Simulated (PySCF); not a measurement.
## Spinor energies of W⁺ (tungsten, charge +1)

Start: [Xe] 4f14 5d3 6s1 7s1; 5d5/2 filled at m_j = +1/2, +3/2, +5/2; 6s1/2 filled at m_j = +1/2; 7s1/2 filled at m_j = +1/2. Calculated with PySCF 2.14 in x2c-SVPall-2c with one added diffuse shell each of s, d type (8s9p10d2f, 99 functions): generalised Hartree-Fock with the X2C-1e Hamiltonian and a Gaussian nucleus; one run each with spin-orbit coupling (SO) switched off, then screened by Boettger's factors. This is a chosen level, not necessarily the ground level.

```json
{"spinor shell": "1s1/2", "electrons": "2", "ε, spin-free (eV)": "-69912.6", "ε, screened SO (eV)": "-69891.2", "weight of nominal j (screened SO)": "1.000", "rms radius, screened SO (bohr)": "0.0208"}
{"spinor shell": "2s1/2", "electrons": "2", "ε, spin-free (eV)": "-12222.1", "ε, screened SO (eV)": "-12215.3", "weight of nominal j (screened SO)": "1.000", "rms radius, screened SO (bohr)": "0.0838"}
{"spinor shell": "2p1/2", "electrons": "2", "ε, spin-free (eV)": "-10695.1", "ε, screened SO (eV)": "-11661.9", "weight of nominal j (screened SO)": "1.000", "rms radius, screened SO (bohr)": "0.0713"}
{"spinor shell": "2p3/2", "electrons": "4", "ε, spin-free (eV)": "-10695.1", "ε, screened SO (eV)": "-10302.7", "weight of nominal j (screened SO)": "1.000", "rms radius, screened SO (bohr)": "0.0787"}
{"spinor shell": "3s1/2", "electrons": "2", "ε, spin-free (eV)": "-2889.6", "ε, screened SO (eV)": "-2887.4", "weight of nominal j (screened SO)": "1.000", "rms radius, screened SO (bohr)": "0.214"}
{"spinor shell": "3p1/2", "electrons": "2", "ε, spin-free (eV)": "-2429.5", "ε, screened SO (eV)": "-2641.0", "weight of nominal j (screened SO)": "1.000", "rms radius, screened SO (bohr)": "0.206"}
{"spinor shell": "3p3/2", "electrons": "4", "ε, spin-free (eV)": "-2429.5", "ε, screened SO (eV)": "-2342.1", "weight of nominal j (screened SO)": "1.000", "rms radius, screened SO (bohr)": "0.221"}
{"spinor shell": "3d3/2", "electrons": "4", "ε, spin-free (eV)": "-1894.2", "ε, screened SO (eV)": "-1931.6", "weight of nominal j (screened SO)": "1.000", "rms radius, screened SO (bohr)": "0.195"}
{"spinor shell": "3d5/2", "electrons": "6", "ε, spin-free (eV)": "-1894.2", "ε, screened SO (eV)": "-1867.2", "weight of nominal j (screened SO)": "1.000", "rms radius, screened SO (bohr)": "0.199"}
{"spinor shell": "4s1/2", "electrons": "2", "ε, spin-free (eV)": "-641.30", "ε, screened SO (eV)": "-640.60", "weight of nominal j (screened SO)": "1.000", "rms radius, screened SO (bohr)": "0.478"}
{"spinor shell": "4p1/2", "electrons": "2", "ε, spin-free (eV)": "-487.61", "ε, screened SO (eV)": "-536.98", "weight of nominal j (screened SO)": "1.000", "rms radius, screened SO (bohr)": "0.487"}
{"spinor shell": "4p3/2", "electrons": "4", "ε, spin-free (eV)": "-487.61", "ε, screened SO (eV)": "-467.05", "weight of nominal j (screened SO)": "1.000", "rms radius, screened SO (bohr)": "0.519"}
{"spinor shell": "4d3/2", "electrons": "4", "ε, spin-free (eV)": "-288.88", "ε, screened SO (eV)": "-296.44", "weight of nominal j (screened SO)": "1.000", "rms radius, screened SO (bohr)": "0.544"}
{"spinor shell": "4d5/2", "electrons": "6", "ε, spin-free (eV)": "-288.88", "ε, screened SO (eV)": "-283.26", "weight of nominal j (screened SO)": "1.000", "rms radius, screened SO (bohr)": "0.556"}
{"spinor shell": "5s1/2", "electrons": "2", "ε, spin-free (eV)": "-109.29", "ε, screened SO (eV)": "-109.16", "weight of nominal j (screened SO)": "1.000", "rms radius, screened SO (bohr)": "1.15"}
{"spinor shell": "5p1/2", "electrons": "2", "ε, spin-free (eV)": "-67.734", "ε, screened SO (eV)": "-74.870", "weight of nominal j (screened SO)": "0.963", "rms radius, screened SO (bohr)": "1.32"}
{"spinor shell": "4f5/2", "electrons": "6", "ε, spin-free (eV)": "-65.990", "ε, screened SO (eV)": "-66.925", "weight of nominal j (screened SO)": "0.987", "rms radius, screened SO (bohr)": "0.667"}
{"spinor shell": "4f7/2", "electrons": "8", "ε, spin-free (eV)": "-65.990", "ε, screened SO (eV)": "-64.739", "weight of nominal j (screened SO)": "0.991", "rms radius, screened SO (bohr)": "0.669"}
{"spinor shell": "5d5/2", "electrons": "3", "ε, spin-free (eV)": "-24.559", "ε, screened SO (eV)": "-24.313", "weight of nominal j (screened SO)": "0.639", "rms radius, screened SO (bohr)": "1.97"}
{"spinor shell": "6s1/2", "electrons": "1", "ε, spin-free (eV)": "-19.513", "ε, screened SO (eV)": "-19.507", "weight of nominal j (screened SO)": "0.975", "rms radius, screened SO (bohr)": "3.02"}
{"spinor shell": "7s1/2", "electrons": "1", "ε, spin-free (eV)": "-6.300", "ε, screened SO (eV)": "-6.283", "weight of nominal j (screened SO)": "0.998", "rms radius, screened SO (bohr)": "7.14"}
```

**Question.** Where does 5p3/2 lie, and what is the 5p spin-orbit splitting (screened SO)?

**Answer.** At -64.645 eV, 10.225 eV above 5p1/2.

```json
{"quantity": "E (hartree)", "spin-free": "-16129.21244", "screened SO": "-16148.10019"}
{"quantity": "M_J", "spin-free": "11/2", "screened SO": "11/2"}
{"quantity": "⟨J²⟩", "spin-free": "35.759", "screened SO": "35.907"}
{"quantity": "⟨L²⟩", "spin-free": "12.007", "screened SO": "13.450"}
{"quantity": "⟨S²⟩", "spin-free": "8.752", "screened SO": "8.119"}
```

Each row is a mean over spinors that exchange with the open shell spreads, by up to 6.624 eV (5p3/2).

Rows whose weight is well below 1 are mixtures of j = l ± 1/2: exchange outweighs spin-orbit coupling there, and the label is only the starting occupation.

⟨J²⟩ departs a little from M_J(M_J + 1) because the unrestricted spinors polarise the closed shells.

Breit and QED terms are absent; they matter most for the inner s and p1/2 levels.

Densities and radii are taken from the X2C orbitals without a picture-change correction, which distorts them close to the nucleus.

Without spin-orbit coupling the j labels of p, d and f shells carry no meaning; the spin-free column gives the mean over the occupied spinors of each nl shell.
